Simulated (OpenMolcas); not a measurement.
An atom or ion with 31 electrons was computed by XMS-RASPT2, IPEA 0.25 Eh, imaginary shift 0.1 Eh with spin-orbit coupling (OpenMolcas, ANO-RCC-VQZP, DKH2). The lowest levels that the run gave, each within 12 % of the measured value where one is at hand:

```
  J  Parity  E (eV)      g
1/2     odd  0.0000  0.666
3/2     odd   0.485  1.334
3/2    even  17.642  0.800
5/2    even  17.677  1.200
1/2    even  19.641  2.002
```

**Question.** Which ion is it, and what are the configurations and terms?

**Answer.** Se3+ (Z = 34, charge +3; active space 1 electron in 9 orbitals (RAS2 4p; RAS3 4d 5s, at most 1 electron)). J, parity and g give the terms where levels are pure, and mixed ones are named by the computed weights; the size of the splittings, set against known spectra of the 31-electron sequence, gives the charge. In order, with the measured energies in eV (Moore, Atomic Energy Levels, vol. II, NSRDS-NBS 35 (1971 reprint of NBS Circular 467, 1952)): 4s² 4p ²P°_1/2, 4s² 4p ²P°_3/2 (0.5426), 4s² 4d ²D_3/2 (18.9965), 4s² 4d ²D_5/2 (19.0447), 4s² 5s ²S_1/2 (19.4954).

CASPT2 does not keep the components of a term degenerate, so their means are used; among the terms shown or strongly mixed into the levels shown the widest spread is 680 cm-1 (4s² 4d ²D). Over all roots computed the reference weight is 0.90 to 0.97; the roots of lowest weight are the least certain, and an intruder state may touch them. ANO sets are built for valence states and can reach diffuse excited orbitals poorly, and with the s shell closed the s pⁿ⁺¹ terms that mix with these levels are absent. With one active electron, CASPT2 adds the correlation within the correlated inactive shells and between them and that electron, and leaves the splitting within a term as the reference gives it. Measured partners are found by configuration, term and J. A level has none where our copy of the source lacks it or the pairing is in doubt (some pairs that miss far off the trend of their configuration count as doubtful), and it then counts in no deviation. Only configurations of the active space appear.

° marks odd parity.
